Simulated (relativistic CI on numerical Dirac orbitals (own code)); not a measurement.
Judd-Ofelt analysis for Tb4+

These numbers are calculated, not measured: Dirac-Coulomb-Breit CI, orbitals from a KLI potential per configuration, QED by a radiative potential, unscaled Slater integrals (own radial code, finite nucleus).

Configuration 4f7 alone, in intermediate coupling. Take Ω₂ = 5.45, Ω₄ = 4.75, Ω₆ = 1.36 (10⁻²⁰ cm²) and refractive index n = 1.96 as given. A_ED = 64π⁴e²ν³ n(n² + 2)²/[27h(2J + 1)] Σ Ω_λ |U^λ|², in Gaussian units with ν in cm⁻¹, and A_MD is n³ times the free-ion magnetic-dipole rate; a dash marks a rate that is forbidden or under 2 % of the level's free-ion decay.

Emitting level 6D°_9/2 at 51193 cm⁻¹ (radiative decay alone: multiphonon quenching in a host is left out, and the level can lie too high or too low):

```csv
To,ν (cm⁻¹),U² squared,U⁴ squared,U⁶ squared,Free-ion A(M1) (s⁻¹)
8S°_7/2,51193,0.0055,0.0001,0.0000,0.476
6P°_7/2,9777,0.1916,0.0131,0.0000,3.57
6P°_5/2,9085,0.1981,0.0011,0.0001,-
6P°_3/2,8427,0.0000,0.0011,0.0000,-
6I°_7/2,6097,0.0002,0.0008,0.0034,-
6I°_17/2,5727,0.0000,0.0100,0.0291,-
6I°_9/2,5708,0.0004,0.0045,0.0072,-
6I°_11/2,5401,0.0006,0.0136,0.0054,-
6I°_15/2,5303,0.0000,0.0223,0.0067,-
6I°_13/2,5240,0.0001,0.0235,0.0002,-
```

Give the rates, branching ratios and the radiative lifetime.

The rates are:

```json
{"To": "8S°_7/2", "λ (nm)": "195", "A_ED (s⁻¹)": "2190", "A_MD (s⁻¹)": "3.59", "β (%)": "67.4"}
{"To": "6P°_7/2", "λ (nm)": "1023", "A_ED (s⁻¹)": "556", "A_MD (s⁻¹)": "26.9", "β (%)": "17.9"}
{"To": "6P°_5/2", "λ (nm)": "1101", "A_ED (s⁻¹)": "437", "A_MD (s⁻¹)": "0", "β (%)": "13.5"}
{"To": "6P°_3/2", "λ (nm)": "1187", "A_ED (s⁻¹)": "1.74", "A_MD (s⁻¹)": "0", "β (%)": "0.1"}
{"To": "6I°_7/2", "λ (nm)": "1640", "A_ED (s⁻¹)": "1.12", "A_MD (s⁻¹)": "0", "β (%)": "0.0"}
{"To": "6I°_17/2", "λ (nm)": "1746", "A_ED (s⁻¹)": "8.78", "A_MD (s⁻¹)": "0", "β (%)": "0.3"}
{"To": "6I°_9/2", "λ (nm)": "1752", "A_ED (s⁻¹)": "3.32", "A_MD (s⁻¹)": "0", "β (%)": "0.1"}
{"To": "6I°_11/2", "λ (nm)": "1852", "A_ED (s⁻¹)": "6.36", "A_MD (s⁻¹)": "0", "β (%)": "0.2"}
{"To": "6I°_15/2", "λ (nm)": "1886", "A_ED (s⁻¹)": "9.24", "A_MD (s⁻¹)": "0", "β (%)": "0.3"}
{"To": "6I°_13/2", "λ (nm)": "1908", "A_ED (s⁻¹)": "8.69", "A_MD (s⁻¹)": "0", "β (%)": "0.3"}
```

τ_rad = 3.08e-04 s. Computed level positions enter as ν³, so measured ones would change the rates. For the strongest line (195 nm) and an assumed effective width Δλ = 1.1 nm (300 cm⁻¹), the Füchtbauer-Ladenburg formula σ = λ⁴A/(8πcn²Δλ) gives a peak emission cross-section of 0.096 × 10⁻²⁰ cm².
